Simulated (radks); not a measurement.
Neutral carbon inside a hard spherical wall (all orbitals vanish at R), configuration held at [He] 2s2 2p2 and not refilled when levels cross. All-electron calculation, scalar-relativistic Kohn-Sham, r2SCAN, spin-polarised, spherical densities, finite nucleus; open shells are filled with parallel spins first; meta-GGA in the generalised Kohn-Sham scheme; Fermi nuclear charge, rms radius 2.4702 fm. Program: a radial shooting solver on a logarithmic mesh with Libxc functionals. Eigenvalues in eV for spin up, with the zero of energy where the potential of the charges vanishes at infinity; a dash marks a level that is unbound or too diffuse for the functional's potential to be trusted. A positive occupied level is held by the wall or, in an anion where self-interaction has pushed it up, behind a barrier. The pressure on the wall is -dE/dV.

| R (bohr) | E (hartree) | kinetic (hartree) | e(1s) | e(2s) | e(2p) | e(3s, empty) | e(3p, empty) | pressure (GPa) |
|---|---|---|---|---|---|---|---|---|
| free | -37.83398 | 37.742 | -277.16 | -15.704 | -6.382 | - | - | 0 |
| 12 | -37.83398 | 37.742 | -277.16 | -15.704 | -6.382 | 0.612 | 1.611 | < 0.0001 |
| 10 | -37.83397 | 37.742 | -277.16 | -15.702 | -6.381 | 1.063 | 2.402 | 0.000411 |
| 8 | -37.83377 | 37.744 | -277.13 | -15.685 | -6.361 | 2.150 | 4.090 | 0.0110 |
| 7 | -37.83311 | 37.750 | -277.06 | -15.642 | -6.312 | 3.306 | 5.712 | 0.0607 |
| 6 | -37.83021 | 37.771 | -276.83 | -15.505 | -6.152 | 5.448 | 8.450 | 0.363 |
| 5 | -37.81703 | 37.854 | -276.08 | -15.070 | -5.626 | 9.846 | 13.473 | 2.42 |
| 4 | -37.75285 | 38.179 | -273.66 | -13.632 | -3.895 | 20.206 | 24.031 | 19.1 |
| 3.5 | -37.65094 | 38.612 | -270.89 | -11.869 | -1.835 | 30.768 | 34.050 | 58.1 |
| 3 | -37.41001 | 39.487 | -266.02 | -8.397 | 2.041 | 49.276 | 50.769 | 190 |
| 2 | -35.23650 | 45.304 | -242.44 | 16.066 | 25.589 | 155.93 | 139.11 | 2990 |
